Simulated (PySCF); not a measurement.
**Computed properties of Be(Br)(Me) (CH3BeBr), SMILES [CH3][Be][Br]**

Be(Br)(Me) (CH₃BeBr), SMILES [Be]([CH3])[Br]. Coordinates come from a ωB97X-D3(BJ)/def2-TZVP optimisation. Other conformers were not sampled. All values are computed for the isolated molecule unless a solvent is named; none is compared with measurement here.

**Structure.** The optimised structure has C3v symmetry. All 12 harmonic modes at ωB97X-D3(BJ)/def2-TZVP (PySCF) are real, so it is a minimum. With heavy atoms numbered as in [Be:1]([Br:2])[CH3:3], the shortest bond between them is Be1–C3 at 1.678 Å and the longest Be1–Br2 at 1.967 Å.

**Vibrations.** The strongest infrared lines (harmonic, unscaled, degenerate partners summed) lie at 1077 cm⁻¹ (190 km/mol, Be 77 %, H 15 %), 689 cm⁻¹ (116 km/mol, H 67 %, C 19 %, Be 15 %), 1262 cm⁻¹ (79 km/mol, H 70 %, C 25 %). The softest mode is at 206 cm⁻¹ and the zero-point energy is 23.9 kcal/mol.

**Electronic structure.** CAM-B3LYP/def2-TZVPD (PySCF) places the frontier levels at -10.09 and 0.20 eV, a gap of 10.29 eV, and gives a dipole moment of 1.16 D and a mean polarisability of 49.5 bohr³.

**Excitations.** TDDFT-PBE0/def2-SVPD (PySCF) has S1 at 7.07 eV (175 nm, f = 0.000, dark); the most intense of the 10 singlets computed lies at 8.06 eV (f = 0.45). Strengths of degenerate partners are summed. T1 (TDA) is at 6.55 eV. No vertical singlet excitation falls in the visible range (under 3.1 eV).

**NMR.** GIAO shifts at KT2/pcSseg-2 (PySCF) (non-relativistic, atoms alike by connectivity averaged): ¹³C at -14.8 ppm against TMS; ¹H at -0.4 ppm against TMS. Without spin–orbit terms, shifts of atoms bonded to Cl or Br come out too high.
